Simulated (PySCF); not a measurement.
From a computed spectrum to the compound

A species of 4 atoms with charge 0 has these harmonic modes (B3LYP, small Gaussian bases with core potentials, PySCF 2.14.0):

```csv
cm⁻¹,km/mol,symmetry
-23,–,b2
10,0.0,a1
54,2.8,a1
56,1.5,b1
199,0.0,a1
266,25.1,b2
```

Task: Which species is it, and in which structure?

Result: Hg2Br2 (singlet):
```xyz
4

Hg    0.0000    0.0000    1.6000
Hg    0.0000    0.0000   -2.8597
Br    2.4434    0.0000    1.6120
Br   -2.4434    0.0000    1.6120
```
 Negative wavenumbers this small are taken as noise. 
 This is one of several that fit.
